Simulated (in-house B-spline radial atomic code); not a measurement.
## N3+: [He] 2s2 (an excited or competing configuration)

All numbers are computed (Dirac-Hartree-Fock, average of configuration; Fermi nucleus of rms radius 2.5582 fm) with a B-spline radial code for spherical atoms, not measured.

Effective charges: Z_r = [3n² - l(l+1)]/(2<r>) from the radius, Z_e = n√(-2ε) from the energy, and Slater's rules. Values are occupation-weighted means over j.

```tsv
shell	electrons	ε (eV)	<r> (bohr)	Z_r	Z_e	Slater
1s	2	-493.35	0.2268	6.61	6.02	6.70
2s	2	-75.335	1.111	5.40	4.71	4.95
```

The least bound orbital is 2s1/2 at -75.34 eV, and it is also the most diffuse (<r> = 1.111 bohr).

For the 1s electron the small component carries 0.0594 % of the norm, the zero-frequency Breit interaction raises the level by 0.1138 eV, self-energy by 0.0399 eV, and vacuum polarisation lowers it by 0.001852 eV.
